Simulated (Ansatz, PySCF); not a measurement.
Gas-phase reaction (SMILES): CCOB(F)F + Cl (HCl) → FB(F)Cl [chloro(difluoro)borane] + CCO; hydrogen chloride cleaves one B-O bond, a model of a ligand-exchange step.

Each molecule is optimised on its own at B3LYP-D3(BJ)/def2-TZVP (Ansatz, a quantum-chemistry and plane-wave program), one conformer each, not searched for the lowest. Cores are frozen in the correlated levels unless marked. No spin-orbit coupling. No relativistic terms. Basis-set limits of correlation are two-point, X^-3; Hartree-Fock from the larger set. The bracket is a focal-point correction in the basis named. Thermal terms are rigid-rotor harmonic-oscillator values from B3LYP-D3(BJ) frequencies (Ansatz or PySCF) at 298.15 K and 1 atm. 1 Eh = 627.5095 kcal/mol.

```tsv
species	E, RI-MP2/CBS(aug-cc-pV(T+d)Z,aug-cc-pV(Q+d)Z)+[CCSD(T)-MP2]/aug-cc-pV(T+d)Z (Ansatz) (Eh)	E, r2SCAN-D4/def2-TZVPD (Ansatz + dftd4) (Eh)	H - E (Eh)
CCOB(F)F	-378.84012	-379.13766	0.08866
Cl (HCl)	-460.37874	-460.78611	0.01000
FB(F)Cl	-684.31485	-684.88875	0.01548
CCO	-154.88074	-155.01311	0.08491
```

Task: Work out ΔE and ΔH at 298.15 K at the first level, then ΔH at the second.

Result: 
1. ΔE = [(-684.31485) + (-154.88074)] - [(-378.84012) + (-460.37874)] = 0.02327 Eh = 14.6 kcal/mol at RI-MP2/CBS(aug-cc-pV(T+d)Z,aug-cc-pV(Q+d)Z)+[CCSD(T)-MP2]/aug-cc-pV(T+d)Z.
2. The terms H - E add up to 0.00173 Eh, so ΔH = (0.02327 + (0.00173))×627.5095 = 15.7 kcal/mol.
3. At r2SCAN-D4/def2-TZVPD the same steps give ΔE = 13.7 and ΔH = 14.8 kcal/mol, a shift of -0.9 from the first level.
4. These values are not checked against measurement here, since the tables used lack a sound gas-phase enthalpy of formation for at least one species.
